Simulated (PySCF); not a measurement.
PbBrI, SMILES [Br][Pb][I] (connectivity only; charge and spin as stated), neutral, multiplicity 1.

Coordinates come from a B3LYP-D3(BJ)/def2-SVP optimisation. The def2 effective core potentials stand for the cores of I, Pb; spin–orbit coupling is left out.

Calculation: PBE0/def2-TZVPD (PySCF).

Symmetry labels are those of the subgroup Cs that the program uses (full group Cs).

Computed valence orbital energies around the gap with their symmetry:
```
orbital  symmetry  energy (eV)
-------  --------  -----------
HOMO−7         A'       -18.88
HOMO−6         A'       -14.53
HOMO−5         A'        -9.14
HOMO−4         A'        -8.54
HOMO−3         A"        -8.37
HOMO−2         A'        -7.66
HOMO−1         A"        -7.63
HOMO           A'        -7.40
LUMO           A"        -3.37
LUMO+1         A'        -1.81
LUMO+2         A'        -1.34
LUMO+3         A'         0.01
```
